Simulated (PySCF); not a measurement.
C₃H₇FSi, SMILES C1C([SiH2]F)C1.

Coordinates come from a PBE-D3(BJ)/def2-SVP optimisation. The structure was generated by enumeration, and PubChem lists no compound with its InChIKey, so it may never have been made. The values are those of a single conformer.

Calculation: PySCF 2.14.0 with PBE-D3(BJ)/def2-SVP.

Frequencies are harmonic and unscaled.

```json
[
 {"mode": "1", "ν (cm⁻¹)": "73", "IR (km/mol)": "0.7", "Raman (Å⁴/amu)": "0.2", "depolarisation": "0.75", "moving atoms (share of kinetic energy)": "F 32 %, C 31 %, H 23 %, Si 14 %"},
 {"mode": "2", "ν (cm⁻¹)": "138", "IR (km/mol)": "1.8", "Raman (Å⁴/amu)": "0.2", "depolarisation": "0.75", "moving atoms (share of kinetic energy)": "C 34 %, F 28 %, H 27 %, Si 11 %"},
 {"mode": "3", "ν (cm⁻¹)": "222", "IR (km/mol)": "0.7", "Raman (Å⁴/amu)": "0.7", "depolarisation": "0.12", "moving atoms (share of kinetic energy)": "C 45 %, H 37 %, Si 16 %"},
 {"mode": "4", "ν (cm⁻¹)": "311", "IR (km/mol)": "7.1", "Raman (Å⁴/amu)": "3.1", "depolarisation": "0.59", "moving atoms (share of kinetic energy)": "C 44 %, F 26 %, H 18 %, Si 12 %"},
 {"mode": "5", "ν (cm⁻¹)": "569", "IR (km/mol)": "30.7", "Raman (Å⁴/amu)": "11.1", "depolarisation": "0.42", "moving atoms (share of kinetic energy)": "H 56 %, Si 26 %, C 16 %"},
 {"mode": "6", "ν (cm⁻¹)": "666", "IR (km/mol)": "36.0", "Raman (Å⁴/amu)": "5.3", "depolarisation": "0.29", "moving atoms (share of kinetic energy)": "H 49 %, C 28 %, Si 21 %"},
 {"mode": "7", "ν (cm⁻¹)": "723", "IR (km/mol)": "20.2", "Raman (Å⁴/amu)": "15.4", "depolarisation": "0.75", "moving atoms (share of kinetic energy)": "H 91 %"},
 {"mode": "8", "ν (cm⁻¹)": "773", "IR (km/mol)": "7.1", "Raman (Å⁴/amu)": "1.8", "depolarisation": "0.66", "moving atoms (share of kinetic energy)": "H 93 %"},
 {"mode": "9", "ν (cm⁻¹)": "798", "IR (km/mol)": "8.3", "Raman (Å⁴/amu)": "1.5", "depolarisation": "0.74", "moving atoms (share of kinetic energy)": "H 91 %, C 8 %"},
 {"mode": "10", "ν (cm⁻¹)": "830", "IR (km/mol)": "12.7", "Raman (Å⁴/amu)": "9.6", "depolarisation": "0.65", "moving atoms (share of kinetic energy)": "F 46 %, H 31 %, Si 17 %"},
 {"mode": "11", "ν (cm⁻¹)": "872", "IR (km/mol)": "26.3", "Raman (Å⁴/amu)": "8.6", "depolarisation": "0.74", "moving atoms (share of kinetic energy)": "C 73 %, H 15 %"},
 {"mode": "12", "ν (cm⁻¹)": "906", "IR (km/mol)": "135.2", "Raman (Å⁴/amu)": "12.4", "depolarisation": "0.73", "moving atoms (share of kinetic energy)": "H 77 %, C 16 %"},
 {"mode": "13", "ν (cm⁻¹)": "926", "IR (km/mol)": "66.3", "Raman (Å⁴/amu)": "4.5", "depolarisation": "0.56", "moving atoms (share of kinetic energy)": "C 58 %, H 39 %"},
 {"mode": "14", "ν (cm⁻¹)": "933", "IR (km/mol)": "209.7", "Raman (Å⁴/amu)": "11.1", "depolarisation": "0.67", "moving atoms (share of kinetic energy)": "H 64 %, Si 22 %"},
 {"mode": "15", "ν (cm⁻¹)": "997", "IR (km/mol)": "7.4", "Raman (Å⁴/amu)": "3.8", "depolarisation": "0.75", "moving atoms (share of kinetic energy)": "H 76 %, C 23 %"},
 {"mode": "16", "ν (cm⁻¹)": "1021", "IR (km/mol)": "14.8", "Raman (Å⁴/amu)": "1.8", "depolarisation": "0.51", "moving atoms (share of kinetic energy)": "H 77 %, C 22 %"},
 {"mode": "17", "ν (cm⁻¹)": "1031", "IR (km/mol)": "3.4", "Raman (Å⁴/amu)": "0.1", "depolarisation": "0.74", "moving atoms (share of kinetic energy)": "H 72 %, C 28 %"},
 {"mode": "18", "ν (cm⁻¹)": "1076", "IR (km/mol)": "2.4", "Raman (Å⁴/amu)": "0.6", "depolarisation": "0.74", "moving atoms (share of kinetic energy)": "H 92 %"},
 {"mode": "19", "ν (cm⁻¹)": "1138", "IR (km/mol)": "0.1", "Raman (Å⁴/amu)": "5.3", "depolarisation": "0.75", "moving atoms (share of kinetic energy)": "H 70 %, C 30 %"},
 {"mode": "20", "ν (cm⁻¹)": "1184", "IR (km/mol)": "0.4", "Raman (Å⁴/amu)": "20.0", "depolarisation": "0.14", "moving atoms (share of kinetic energy)": "H 58 %, C 42 %"},
 {"mode": "21", "ν (cm⁻¹)": "1275", "IR (km/mol)": "25.1", "Raman (Å⁴/amu)": "8.4", "depolarisation": "0.37", "moving atoms (share of kinetic energy)": "C 55 %, H 44 %"},
 {"mode": "22", "ν (cm⁻¹)": "1392", "IR (km/mol)": "3.3", "Raman (Å⁴/amu)": "11.1", "depolarisation": "0.75", "moving atoms (share of kinetic energy)": "H 92 %"},
 {"mode": "23", "ν (cm⁻¹)": "1437", "IR (km/mol)": "1.1", "Raman (Å⁴/amu)": "6.2", "depolarisation": "0.75", "moving atoms (share of kinetic energy)": "H 68 %, C 32 %"},
 {"mode": "24", "ν (cm⁻¹)": "2163", "IR (km/mol)": "90.3", "Raman (Å⁴/amu)": "135.0", "depolarisation": "0.09", "moving atoms (share of kinetic energy)": "H 97 %"},
 {"mode": "25", "ν (cm⁻¹)": "2177", "IR (km/mol)": "149.3", "Raman (Å⁴/amu)": "116.4", "depolarisation": "0.38", "moving atoms (share of kinetic energy)": "H 96 %"},
 {"mode": "26", "ν (cm⁻¹)": "3055", "IR (km/mol)": "11.4", "Raman (Å⁴/amu)": "48.3", "depolarisation": "0.39", "moving atoms (share of kinetic energy)": "H 95 %"},
 {"mode": "27", "ν (cm⁻¹)": "3058", "IR (km/mol)": "8.3", "Raman (Å⁴/amu)": "163.7", "depolarisation": "0.03", "moving atoms (share of kinetic energy)": "H 95 %"},
 {"mode": "28", "ν (cm⁻¹)": "3080", "IR (km/mol)": "1.2", "Raman (Å⁴/amu)": "116.9", "depolarisation": "0.26", "moving atoms (share of kinetic energy)": "H 92 %, C 8 %"},
 {"mode": "29", "ν (cm⁻¹)": "3144", "IR (km/mol)": "0.2", "Raman (Å⁴/amu)": "99.4", "depolarisation": "0.75", "moving atoms (share of kinetic energy)": "H 89 %, C 11 %"},
 {"mode": "30", "ν (cm⁻¹)": "3154", "IR (km/mol)": "6.2", "Raman (Å⁴/amu)": "63.0", "depolarisation": "0.51", "moving atoms (share of kinetic energy)": "H 89 %, C 11 %"}
]
```
